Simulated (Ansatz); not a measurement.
F4Te, singlet, at a GFN2-xTB geometry of the parent state (core potentials on Te); Ansatz (a quantum-chemistry and plane-wave program) with BLYP/def2-SVP.

Here is a job for Ansatz.
Ansatz 0.2 input:
```yaml
crystal:
  periodic: [false, false, false]
  atoms:
    - {symbol: Te, position_ang: [-0.01061858, 0.00295013, 0.28505227]}
    - {symbol: F, position_ang: [1.14851292, 1.60409032, 0.11390780]}
    - {symbol: F, position_ang: [1.18532124, -0.83746182, -0.85961877]}
    - {symbol: F, position_ang: [-1.15503896, -1.60227721, 0.06128147]}
    - {symbol: F, position_ang: [-1.11744340, 0.81860351, -0.96253919]}
basis:
  gaussian:
    orbitals: def2-SVP
hamiltonian:
  xc: blyp
```

It wrote (shortened):

```
Functional definition: BLYP
912 factors; their error is unknown
mean field evaluation 1: about -18140.0885 eV, gradient 7.6e1 eV
mean field evaluation 2: about -18066.7357 eV, gradient 2.1e2 eV
mean field evaluation 4: about -18149.6358 eV, gradient 1.5e1 eV
mean field evaluation 8: about -18149.9679 eV, gradient 1.3e-1 eV
mean field evaluation 16: about -18149.9292 eV, gradient 6.1e-5 eV
mean field -18149.92920706 eV, -666.9975958957 hartree, gradient 2.4e-5 eV, S^2 0.000000; 0 other end points of the search recorded, 0 dependent functions left out
reference -18149.92943211 eV, -666.9976041659 hartree; 30, 30 occupied and 52, 52 virtual orbitals, 912 factors
Total energy: -18149.92943211 eV, -666.9976041659 hartree
```
